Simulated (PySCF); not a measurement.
PySCF input file for Ti(OH)3 (H3O3Ti), SMILES [OH][Ti+]([OH])[OH], charge +1, multiplicity 1, C-PCM-M06-2X/def2-SVP. The structure is a stationary point at PBE0-D3(BJ)/def2-SVP. The spin state was assumed, not searched. The isomer is the one that the SMILES or the coordinates give; other isomers of the formula were not compared. The values are those of a single conformer.

```python
import numpy as np
from pyscf import gto, scf, dft
from pyscf.solvent import pcm

mol = gto.M(
    atom='''
    Ti   -0.00000000   -0.00000000   -0.26229787
    O    -1.30223281    1.02821703    0.16655935
    H    -1.71594367    1.79579013    0.59104290
    O     1.54157848    0.61365819    0.16655935
    H     2.41317170    0.58815574    0.59104290
    O    -0.23934565   -1.64187522    0.16655935
    H    -0.69722804   -2.38394586    0.59104291
    ''',
    basis='def2-SVP',
    charge=1,
    spin=0,
    max_memory=1600,
    verbose=3,
)
mf = dft.RKS(mol, xc='m06-2x').density_fit(auxbasis='def2-universal-jkfit')
mf.grids.level = 4
mf.conv_tol = 1e-9
mf.max_cycle = 100
mf.kernel()
res = {}
for name, eps in {'water': 78.355, 'diethylether': 4.24, 'ethylethanoate': 5.9867}.items():
    s = mf.PCM()
    s.with_solvent.method, s.with_solvent.eps, s.with_solvent.lebedev_order = 'C-PCM', eps, 29
    s.kernel(mf.make_rdm1())
    res[name] = (s.e_tot, eps, s.dip_moment(), s.mo_energy, s.converged)
    print(f'{name}: electrostatic solvation free energy {(s.e_tot - mf.e_tot) * 627.509474:.3f} kcal/mol')
```

Output:

```
converged SCF energy = -1076.39201204688

WARN: PCM is an experimental feature. It is still in testing.
Features and APIs may be changed in the future.

converged SCF energy = -1076.4929651274

WARN: System has nonzero charge 1; the dipole moment is origin-dependent.
Location of origin: [0. 0. 0.]

Dipole moment(X, Y, Z, Debye):  0.00018, -0.00009, -0.53458
water: electrostatic solvation free energy -63.349 kcal/mol

WARN: PCM is an experimental feature. It is still in testing.
Features and APIs may be changed in the future.

converged SCF energy = -1076.47008508396

WARN: System has nonzero charge 1; the dipole moment is origin-dependent.
Location of origin: [0. 0. 0.]

Dipole moment(X, Y, Z, Debye):  0.00011, -0.00006, -0.50878
diethylether: electrostatic solvation free energy -48.992 kcal/mol

WARN: PCM is an experimental feature. It is still in testing.
Features and APIs may be changed in the future.

converged SCF energy = -1076.47713815831

WARN: System has nonzero charge 1; the dipole moment is origin-dependent.
Location of origin: [0. 0. 0.]

Dipole moment(X, Y, Z, Debye):  0.00013, -0.00007, -0.51657
ethylethanoate: electrostatic solvation free energy -53.417 kcal/mol
```

The calculation finished and met its thresholds.
